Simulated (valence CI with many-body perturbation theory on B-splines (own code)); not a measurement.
# P XI: calculated level list

Method: relativistic CI+MBPT: three valence electrons over a frozen Dirac-Fock core [He], a basis of 11 s, 11 p, 10 d, 8 f, 5 g, 2 h functions for each j, with the one-electron correlation potential Σ1, the two-electron term Σ2, the three-electron term Σ3, Breit, model QED; selected CI, second order for the rest, scaled by the run's own slope (own B-spline code, finite nucleus).

No measured levels were compared; by estimate levels of excited configurations hold to 0.05 to 0.15 % of their energy, terms of the ground configuration to about 0.5 %.

Levels 136 to 180 of 192, with energies above the lowest level, 2s2 2p 2P°_1/2. "Leading %" is the weight of the configuration and term that name the level; weights of strongly mixed levels are sums over their largest components and can fall short.

```
No.  Configuration  Term     J  E (eV)  Leading %   Second component      g
136       2s 2p 4s   2P°   1/2  390.78         97                     0.687
137       2s 2p 4s   2P°   3/2  391.65         96                     1.341
138       2s 2p 4p    4D   1/2  393.02         84   15 % 2s 2p 4p 2P  0.114
139       2s 2p 4p    4D   3/2  393.28         93    4 % 2s 2p 4p 2P  1.217
140       2s 2p 4p    4D   5/2  393.67         94    5 % 2s 2p 4p 4P  1.380
141       2s 2p 4p    2P   1/2  393.76         82   14 % 2s 2p 4p 4D  0.629
142       2s 2p 4p    2P   3/2  393.80         57   24 % 2s 2p 4p 4S  1.526
143       2s 2p 4p    4D   7/2  394.33        100                     1.429
144       2s 2p 4p    4S   3/2  394.44         42   30 % 2s 2p 4p 2P  1.661
145       2s 2p 4p    4P   1/2  394.47         95                     2.602
146       2s 2p 4p    4P   3/2  395.07         64   32 % 2s 2p 4p 4S  1.792
147       2s 2p 4p    4P   5/2  395.17         91    5 % 2s 2p 4p 4D  1.576
148       2s 2p 4p    2D   3/2  395.40         88    7 % 2s 2p 4p 2P  0.870
149       2s 2p 4p    2D   5/2  396.06         95                     1.215
150       2s 2p 4d   4F°   3/2  396.46         94                     0.432
151       2s 2p 4d   4F°   5/2  396.66         91   7 % 2s 2p 4d 4D°  1.054
152       2s 2p 4d   4F°   7/2  396.99         90   9 % 2s 2p 4d 4D°  1.255
153       2s 2p 4p    2S   1/2  397.06         95                     1.987
154       2s 2p 4d   4P°   5/2  397.54         42  36 % 2s 2p 4d 4D°  1.424
155       2s 2p 4d   4F°   9/2  397.57        100                     1.333
156       2s 2p 4d   4D°   3/2  397.62         70  19 % 2s 2p 4d 4P°  1.258
157       2s 2p 4d   4D°   1/2  397.66         93   5 % 2s 2p 4d 4P°  0.139
158       2s 2p 4d   2D°   3/2  397.99         83   7 % 2s 2p 4d 4D°  0.840
159       2s 2p 4d   2D°   5/2  398.22         68  22 % 2s 2p 4d 4D°  1.216
160       2s 2p 4d   4D°   7/2  398.25         89  10 % 2s 2p 4d 4F°  1.409
161       2s 2p 4d   4P°   5/2  398.54         56  34 % 2s 2p 4d 4D°  1.477
162       2s 2p 4d   4P°   3/2  398.65         79  20 % 2s 2p 4d 4D°  1.621
163       2s 2p 4d   4P°   1/2  398.72         94   5 % 2s 2p 4d 4D°  2.531
164       2s 2p 4f    4G   5/2  399.10         48   36 % 2s 2p 4f 4F  0.811
165       2s 2p 4f    4F   7/2  399.13         48   26 % 2s 2p 4f 4G  1.155
166       2s 2p 4f    4F   3/2  399.36         90    6 % 2s 2p 4f 4D  0.459
167       2s 2p 4f    4F   9/2  399.41         59   33 % 2s 2p 4f 4G  1.262
168       2s 2p 4f    2F   5/2  399.46         39   38 % 2s 2p 4f 4F  0.948
169       2s 2p 4f    2F   7/2  399.53         50   26 % 2s 2p 4f 4G  1.074
170       2s 2p 4d   2F°   5/2  399.63         91   7 % 2s 2p 4d 2D°  0.885
171       2s 2p 4f    2G   7/2  399.75         38   22 % 2s 2p 4f 4D  1.091
172       2s 2p 4f    4G   5/2  399.76         37   34 % 2s 2p 4f 2F  0.842
173       2s 2p 4d   2P°   3/2  400.22         94                     1.315
174       2s 2p 4d   2F°   7/2  400.24         98                     1.145
175       2s 2p 4f    4G   9/2  400.26         58   39 % 2s 2p 4f 4F  1.234
176       2s 2p 4f    4G   7/2  400.36         25   23 % 2s 2p 4f 4F  1.127
177       2s 2p 4f    4G  11/2  400.42        100                     1.273
178       2s 2p 4f    4D   7/2  400.52         44   29 % 2s 2p 4f 2F  1.235
179       2s 2p 4f    4D   5/2  400.56         58   20 % 2s 2p 4f 4F  1.238
180       2s 2p 4d   2P°   1/2  400.60         98                     0.663
```

Names give the largest LS component (configuration and term), which can be under half, so a name can repeat, a term be missing and a line seem to break the LS rules; names also repeat where a configuration has a term twice.

Where two levels of one J and parity lie close, their mixing, g and order are uncertain.
